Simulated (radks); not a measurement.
Spherical quantum dot in the effective-mass picture: electrons in a well V = -V0 / (1 + exp((r - R)/a)) with V0 = 16.9, R = 2.5, a = 0.17, all in effective atomic units (hartree* = m*/eps^2 hartree, bohr* = eps/m* bohr), one dielectric constant everywhere. Method: non-relativistic Kohn-Sham, LDA (Slater exchange, Perdew-Wang correlation), spin-polarised, spherical densities; computed with a radial shooting solver with Libxc functionals. Levels are named by radial order and angular momentum (1s, 1p, 1d, 2s, ...), and open shells are averaged over m. Results are scaled to m* = 0.351 and eps = 13.5, for which hartree* = 52.41 meV and bohr* = 2.035 nm.

N = 15, configuration 1s2 1p6 1d(up 5, down 2). This is the lowest configuration that the search found. Occupied and some empty levels:

| level | occupation | eigenvalue (meV) | <r> (nm) |
|---|---|---|---|
| 1s up | 1 | -420.73 | 3.053 |
| 1s down | 1 | -417.29 | 3.040 |
| 1p up | 3 | -391.37 | 3.338 |
| 1p down | 3 | -387.62 | 3.334 |
| 1d up | 5 | -347.22 | 3.547 |
| 1d down | 2 | -343.36 | 3.548 |
| 2s up | 0 | -294.17 | 2.527 |
| 2s down | 0 | -292.14 | 2.530 |
| 1f up | 0 | -290.85 | 3.717 |
| 1f down | 0 | -286.99 | 3.719 |
| 2p up | 0 | -222.61 | 2.924 |
| 2p down | 0 | -220.15 | 2.923 |

Energy (meV): total -8670.95, kinetic 1286.0, external -12726, Hartree 3210.5, exchange-correlation -441.51.

Electron density:

| r (nm) | n(r) (e/nm^3) |
|---|---|
| 0.315 | 0.007978 |
| 0.841 | 0.01126 |
| 1.37 | 0.01847 |
| 1.89 | 0.03005 |
| 2.42 | 0.04381 |
| 2.95 | 0.05331 |
| 3.47 | 0.04984 |
| 4.00 | 0.03165 |
| 4.52 | 0.01150 |
| 5.05 | 0.002044 |
| 5.57 | 0.0001958 |
| 6.10 | 0.00001456 |
| 6.63 | 1.033e-06 |
